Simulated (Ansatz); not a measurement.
Geometry optimisation, RKS PBE/def2-SVP in Ansatz 0.2.0.

Input:

```yaml
crystal:
  periodic: [false, false, false]
  atoms:
    - { symbol: Sn, position_ang: [0.0, 0.0, 0.0] }
    - { symbol: Cl, position_ang: [0.0, 0.0, 2.76] }
    - { symbol: Cl, position_ang: [2.2726, 0.0, -0.8025] }
    - { symbol: Cl, position_ang: [-1.1351, 1.9666, -0.8025] }
    - { symbol: Cl, position_ang: [-1.1351, -1.9666, -0.8025] }
    - { symbol: O, position_ang: [-2.1447, 0.0, 0.7126] }
    - { symbol: Si, position_ang: [-3.3846, -0.9102, 0.0369] }
    - { symbol: H, position_ang: [-2.8837, -2.2382, -0.3052] }
    - { symbol: H, position_ang: [-4.4767, -1.0354, 0.9978] }
    - { symbol: H, position_ang: [-3.8726, -0.249, -1.1699] }
    - { symbol: H, position_ang: [-1.5115, 0.0, 1.9362] }
basis:
  gaussian: { orbitals: def2-SVP }
hamiltonian:
  xc: pbe
relax:
  f_tol: 0.15
  max_steps: 25
  restrain:
    - { distance: [0, 5], at: 1.96, k: 30.0 }
    - { distance: [10, 1], at: 1.37, k: 30.0 }
    - { distance: [0, 1], at: 3.61, k: 30.0 }
    - { distance: [10, 5], at: 2.21, k: 30.0 }
output:
  orbitals: {}
```

Run as:

```bash
$ ansatz run input.yaml --threads 4 --pin off --max-ram 5120MiB --backend cpu --events-out ev --progress --plain --runs-dir out
```

Where does it end, and by what steps?

The run converged. The restraints hold the end off the free minimum; the threshold counts their pulls, which the force column leaves out. Restrained pairs: Sn1–O6 (2.26 → 1.97 Å), Cl2–H11 (1.72 → 1.34 Å), Sn1–Cl2 (2.76 → 3.61 Å), O6–H11 (1.38 → 2.20 Å). After 17 steps the energy has fallen by 2.766 eV (the restraints' own energy left out); Cl5 moved furthest, 1.98 Å.

| step | energy less start (eV) | largest force component (eV/Å) | accepted |
| --- | --- | --- | --- |
| 0 | 0.0000 | 3.914 | yes |
| 1 | 0.3861 | 3.352 | yes |
| 2 | 0.2899 | 2.911 | yes |
| 3 | -0.6295 | 2.193 | yes |
| 4 | -1.3672 | 1.725 | yes |
| 5 | -1.8462 | 1.127 | yes |
| 6 | -2.0945 | 0.979 | yes |
| 7 | -2.2994 | 1.003 | yes |
| 8 | -2.4502 | 0.995 | yes |
| 9 | -2.5493 | 0.998 | yes |
| 10 | -2.5979 | 1.009 | yes |
| 11 | -2.6158 | 1.322 | yes |
| 12 | -2.6665 | 1.126 | yes |
| 13 | -2.7059 | 0.939 | yes |
| 14 | -2.7283 | 0.993 | yes |
| 15 | -2.7619 | 0.716 | yes |
| 16 | -2.7526 | 0.807 | no |
| 17 | -2.7663 | 0.701 | yes |

```xyz
11
Properties=species:S:1:pos:R:3
Sn -0.383 -0.070 -0.560
Cl -0.256 1.145 2.837
Cl 1.651 -0.878 0.265
Cl -0.355 2.236 -0.962
Cl -0.829 -1.174 -2.596
O -1.885 -0.589 0.609
Si -3.406 -1.219 0.183
H -3.314 -2.690 -0.106
H -4.283 -0.986 1.379
H -3.971 -0.501 -1.011
H -1.242 0.294 2.523
```

Run time: 42 s on 4 threads of Arm Neoverse V2 (shared host), peak memory 0.24 GiB.
